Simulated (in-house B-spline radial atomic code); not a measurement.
Results of a calculation; reference values are marked as such.
Stopping and range of 50 keV Te in Si

The pair potential comes from two frozen, spherical free-atom densities (PBE, B-spline radial code, scalar-relativistic past argon): electrostatics plus the change in Thomas-Fermi kinetic and Dirac exchange energy where they overlap, the recipe behind the universal ZBL potential, which averages such potentials (from solid-state densities) over many pairs. It is written V = (Z1 Z2 e²/r) φ(r/a), with e² = 14.3996 eV·Å and a = 0.46850 Å/(Z1^0.23 + Z2^0.23); ZBL's fit is φ = 0.18175 e^(−3.1998x) + 0.50986 e^(−0.94229x) + 0.28022 e^(−0.4029x) + 0.02817 e^(−0.20162x). Where φ falls below 4e-4 it is continued as an exponential.

The target is taken as amorphous, with density 2.329 g/cm³ (NSM archive of the Ioffe Institute); channelling is ignored. Masses: Te 127.6, Si 28.09 u. Nuclear stopping is S_n = 4π a Z1 Z2 e² M1/(M1 + M2) × s_n(ε), with s_n integrated over impact parameters for each pair. Electronic stopping is Lindhard and Scharff's S_e = Z1^(1/6) 8π e² a0 Z1 Z2/(Z1^(2/3) + Z2^(2/3))^(3/2) × v/v0, with a0 = 0.529177 Å and v = v0 at 24.801 keV/u; it misses the oscillations with Z1 seen in experiment, which reach tens of per cent. Compounds add by atom fraction.

| target atom | a (Å) | ε at this energy | s_n, this pair | s_n, ZBL potential |
| --- | --- | --- | --- | --- |
| Si | 0.10854 | 0.09341 | 0.3248 | 0.3137 |

**Question.** What are the atom density and the stopping powers at entry?

**Answer.** N = 2.329 × 0.602214/28.09 = 0.04993 atoms/Å³. For Si: S_n = 11720 × 0.3248 = 3806 eV·Å², S_e = 1.7263 × √50000 = 386 eV·Å². Averaged over the target's atoms and times N × 10 Å/nm, the ion loses N S_n = 1900 eV/nm to recoils and N S_e = 193 eV/nm to electrons; the nuclear share is 91 %.

Along the track:

```json
{"E (keV)": "2.5", "N S_n (eV/nm)": "725", "N S_e (eV/nm)": "43.1"}
{"E (keV)": "7.5", "N S_n (eV/nm)": "1130", "N S_e (eV/nm)": "74.6"}
{"E (keV)": "15", "N S_n (eV/nm)": "1430", "N S_e (eV/nm)": "106"}
{"E (keV)": "25", "N S_n (eV/nm)": "1640", "N S_e (eV/nm)": "136"}
{"E (keV)": "37.5", "N S_n (eV/nm)": "1800", "N S_e (eV/nm)": "167"}
{"E (keV)": "50", "N S_n (eV/nm)": "1900", "N S_e (eV/nm)": "193"}
```

**Question.** Estimate the path length and the projected range.

**Answer.** With continuous slowing down the path is the integral of dE/(N (S_n + S_e)). Trapezoids over the table give 29.8 nm, and the stretch below the first row, with stopping taken as √E, adds 2E/(N S) = 6.5 nm: 36.3 nm in all, against 35.8 nm on a fine grid from 5 eV. Deflections shorten the depth: to first order in the energy passed on, N (S_n + S_e) dR_p/dE = 1 − N S_n (M2/M1) R_p/(2E), summed over the target's atoms, and integrating this on the fine grid gives R_p = 30.4 nm, 0.85 of the path. Lindhard's rule of thumb R/(1 + M2/3M1), with mean M2/M1 = 0.22, gives 33.3 nm. On the ZBL potential the same equation gives 31.5 nm, and the full integral equation, which keeps hard collisions, 32.1 nm.
